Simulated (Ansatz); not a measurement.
C3H5NSi, SMILES `C1=C[SiH2]C=N1`, relaxed with RKS PBE0-D4/def2-TZVP in the Gaussian-basis code of Ansatz from a PBE-D4/def2-SVP geometry. The force threshold is 0.005 eV/Å; the program also tests the step.

Charge 0, multiplicity 1.

Start:

```xyz
10

C     0.975    0.637    0.808
C     0.596   -0.669    0.846
Si   -0.723   -0.858   -0.470
C    -0.521    1.005   -0.878
N     0.378    1.551   -0.120
H     1.745    1.082    1.462
H     1.040   -1.389    1.547
H    -2.090   -1.225    0.039
H    -0.364   -1.773   -1.610
H    -1.036    1.639   -1.624
```

```
        step  energy (eV)  largest force (eV/Å)  largest move (Å)
           1  -12551.7054                 0.674             0.000
           2  -12551.7589                 0.163             0.028
           3  -12551.7632                 0.036             0.009
4 (rejected)  -12551.7632                 0.053             0.003
           5  -12551.7633                 0.012             0.001
           6  -12551.7633                 0.002             0.002
```

End:

```xyz
10

C     0.965    0.623    0.801
C     0.592   -0.663    0.838
Si   -0.712   -0.848   -0.462
C    -0.518    0.991   -0.870
N     0.368    1.533   -0.124
H     1.720    1.065    1.443
H     1.031   -1.368    1.530
H    -2.065   -1.205    0.039
H    -0.359   -1.746   -1.594
H    -1.022    1.618   -1.603
```

Hardware: 2 threads of an Arm Neoverse V1 on a shared host. Wall time 37 s, peak host memory 0.46 GiB.
